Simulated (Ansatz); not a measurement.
`S[SiH](Cl)Cl` + Cl• → `S[Si](Cl)Cl`• + HCl at 400 K and 1 bar (hydrogen abstraction from the Si–H bond).

Gas-phase electronic energies from Ansatz, PBE0-D4/def2-TZVP geometries. CCSD(T)/CBS is the MP2 limit (def2-TZVPP, def2-QZVPP) plus CCSD(T) − MP2 in def2-TZVPP, frozen cores. This one scheme is used for every species, atoms too. Open shells (•) are unrestricted, without spin–orbit coupling. Spin–orbit coupling would lower the free atoms: a little for Cl. Each species was taken in one conformer, which may not be the lowest.

| species | CCSD(T)/CBS energy (Eh) | H − E (kJ/mol) | S (J/(mol·K)) |
| --- | --- | --- | --- |
| `S[SiH](Cl)Cl` | -1607.74509 | 85.7 | 363.7 |
| Cl• | -459.70966 | 8.3 | 174.4 |
| `S[Si](Cl)Cl`• | -1607.09229 | 61.3 | 366.1 |
| HCl | -460.38127 | 29.6 | 195.4 |

H − E and S are ideal-gas, rigid-rotor, harmonic terms from PBE0-D4/def2-TZVP, for one conformer and one mirror image of each species, with the whole ground term of open shells counted as degenerate. 1 Eh = 2625.50 kJ/mol, R = 8.31446 J/(mol·K).

Question: By hand: ΔE, ΔH, ΔS and ΔG.

Answer: ΔE = (-1607.09229) + (-460.38127) − (-1607.74509) − (-459.70966) = -0.01881 Eh = -49.4 kJ/mol. Δ(H − E) = 61.3 + 29.6 − 85.7 − 8.3 = -3.1, so ΔH = -52.5 kJ/mol. ΔS = 366.1 + 195.4 − 363.7 − 174.4 = 23.4 J/(mol·K). ΔG = -52.5 − 400 × (23.4)/1000 = -61.9 kJ/mol.

Question: By hand: the equilibrium constant, and the temperature at which ΔG would vanish if ΔH and ΔS stayed fixed.

Answer: log₁₀ K = −ΔG/(RT ln 10) = 8.1. ΔH and −TΔS have one sign here, so there is no such temperature.

ΔH outweighs TΔS. A doubt of 5 kJ/mol in ΔE shifts log₁₀ K by 0.7 here. Other conformers and mirror images would add mixing entropy, several J/(mol·K) or more a flexible species. These are equilibria of isolated gas molecules and say nothing of rates. Largest T1 diagnostic: 0.013 (customary marks: 0.02 for closed shells, 0.045 for open ones).
